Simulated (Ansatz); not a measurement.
A nudged elastic band was laid between two geometries of FGeH3 + H (6 atoms, charge 0, multiplicity 2).

All numbers below come from UKS PBE0/def2-TZVP (Ansatz 0.2.0).

```
movable images  : 9
climbing image  : yes
spring          : 5.0 eV/Å²
optimiser       : quadratic models (default)
start path      : through a guess of the saddle point
force threshold : 0.05 eV/Å
iteration limit : 60
end points      : relaxed
```

First end point:

```xyz
6
Properties=species:S:1:pos:R:3
Ge -0.001 0.000 -0.341
F 0.001 0.000 1.401
H 1.470 0.000 -0.770
H -0.734 1.276 -0.771
H -0.734 -1.276 -0.771
H 0.000 0.000 4.783
```

Last end point:

```xyz
6
Properties=species:S:1:pos:R:3
Ge 0.002 0.000 -0.639
F -0.011 0.000 3.304
H 1.466 0.000 -1.119
H -0.730 1.267 -1.120
H -0.730 -1.267 -1.120
H 0.005 0.000 4.224
```

Question: Which bonds break or form, and what moves?

Answer: Bonds broken: Ge1–F2. Bonds formed: F2–H6. FGeH3 + H becomes FH + GeH3.

Question: Give the energies along the band, and the barrier.

Answer: It converged. The highest image is number 4 of 0 to 10, 20.9 kcal/mol above the first end and 31.4 kcal/mol above the last; the last end lies 10.4 kcal/mol below the first. A vibrational analysis at the climbing image gives one clearly imaginary mode, 1355i cm⁻¹: a first-order saddle point.

| image | path coordinate (Å) | energy (kcal/mol) | Ge1–F2 (Å) | F2–H6 (Å) |
| --- | --- | --- | --- | --- |
| 0 | 0.00 | 0.0 | 1.74 | 3.38 |
| 1 | 0.47 | 0.1 | 1.74 | 2.87 |
| 2 | 0.94 | 0.7 | 1.74 | 2.36 |
| 3 | 1.41 | 4.3 | 1.75 | 1.85 |
| 4 | 1.87 | 20.9 | 1.96 | 1.21 |
| 5 | 2.25 | 0.5 | 2.43 | 0.93 |
| 6 | 2.63 | -5.8 | 2.70 | 0.92 |
| 7 | 3.00 | -8.8 | 2.98 | 0.92 |
| 8 | 3.38 | -10.0 | 3.29 | 0.92 |
| 9 | 3.75 | -10.4 | 3.62 | 0.92 |
| 10 | 4.13 | -10.4 | 3.94 | 0.92 |

Question: What is the geometry of the highest image?

Answer: 
```xyz
6
Properties=species:S:1:pos:R:3
Ge 0.001 0.000 -0.057
F 0.001 0.000 1.899
H 1.473 0.000 -0.475
H -0.736 1.275 -0.474
H -0.736 -1.275 -0.474
H -0.001 0.000 3.111
```

Question: What are the harmonic wavenumbers there?

Answer: 1355i, 201, 201, 441, 441, 616, 735, 864, 864, 2158, 2195, 2195 cm⁻¹.

Time of the run: 93 s on 4 threads of Arm Neoverse V2 (shared host), peak memory 0.21 GiB.
